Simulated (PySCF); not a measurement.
Property card for `C[NH2+][B@-](C)(C#N)C(C)C`

C6H15BN2.
SMILES with atom numbers: `[CH3:1][NH2+:2][B@-:3]([CH3:4])([C:5]#[N:6])[CH:7]([CH3:8])[CH3:9]` (hydrogens: H10, H11, H12 on C1; H13, H14 on N2; H15, H16, H17 on C4; H18 on C7; H19, H20, H21 on C8; H22, H23, H24 on C9)

Structural features include: cyano group on a heteroatom.

**PBE0-D3(BJ)/def2-SVP geometry optimisation, gas phase (PySCF)**

```
Point group                  : C1
Rotational constants A, B, C : 1.727, 1.250, 1.061 GHz
```

**CAM-B3LYP/def2-SVPD ground state, ΔSCF and vertical TDDFT (core frozen in the response) (PySCF)**

```
Dipole moment                                                     : 6.48 D
HOMO energy                                                       : -9.02 eV
LUMO energy                                                       : 0.38 eV
HOMO–LUMO gap                                                     : 9.40 eV
Lowest singlet excitation                                         : 6.76 eV (184 nm, f = 0.008)
Strongest line among the 10 lowest singlet transitions            : S10 at 8.42 eV (147 nm, f = 0.027)
Lowest triplet excitation (Tamm–Dancoff)                          : 6.19 eV
Static isotropic polarisability                                   : 100.0 au
Vertical ionisation energy                                        : 9.62 eV
Electronic spatial extent ⟨r²⟩ about the centre of nuclear charge : 1388 bohr²
```

PBE0/pcSseg-1 ground state and GIAO shieldings, non-relativistic (PySCF):

```
Lowest Hirshfeld atomic charge                              : -0.26 e on N6
Highest Hirshfeld atomic charge                             : +0.15 e on H13/H14
13C chemical shifts (computed TMS as zero) by class         : 138.0 (C5), 28.6 (C1), 21.1 (C9), 19.2 (C7), 18.9 (C8), 3.1 (C4) ppm
1H chemical shifts (computed TMS as zero) by class          : 2.62 (H10/H11/H12), 2.60 (H14), 1.91 (H13), 0.96 (H22/H23/H24), 0.66 (H19/H20/H21), 0.58 (H18), -0.09 (H15/H16/H17) ppm
Isotropic shieldings of nuclei other than C and H, by class : 116 (B3), -72 (N6), 216 (N2) ppm
Mayer bond orders between heavy atoms                       : C1–N2 0.96, N2–B3 0.47, B3–C4 1.06, B3–C5 0.80, C5–N6 2.94, B3–C7 0.87, C7–C8 1.05, C7–C9 1.05
```

Monoisotopic mass from the formula: 126.1328 u.

The vertical singlet–triplet gap S1 − T1 is 0.57 eV (TDDFT singlet less Tamm–Dancoff triplet). S1 lies 2.64 eV below the HOMO–LUMO gap; its leading configuration is HOMO→LUMO, weight 0.87. The principal polarisabilities are 92.1, 99.8 and 108.0 au; their mean is the isotropic value. The polarisability is 14.82 Å³ as a volume (1 au = 0.148185 Å³), or 1.43 au for each of the 70 electrons. The rotational constants make it an asymmetric top with κ = (2B − A − C)/(A − C) = -0.43, nearer the prolate limit (−1). In wavenumbers S1 is 54500 cm⁻¹ (1 eV = 8065.54 cm⁻¹). No computed singlet falls in the visible range (750 to 380 nm, 1.65 to 3.26 eV); S1 lies 3.50 eV above its blue end. The ΔSCF ionisation energy exceeds −ε(HOMO) by 0.60 eV with CAM-B3LYP.

 NMR classes are plain means over equivalent atoms (diastereotopic ones count apart unless rotation or inversion swaps them), as if these changed places fast; in this geometry the members of some classes differ.

Conformer computed: `[CH3:1][NH2+:2][B@-:3]([CH3:4])([C:5]#[N:6])[CH:7]([CH3:8])[CH3:9]`: C1–N2–B3–C4 60°, N2–B3–C7–C8 -68°.

One conformer stands for the species.
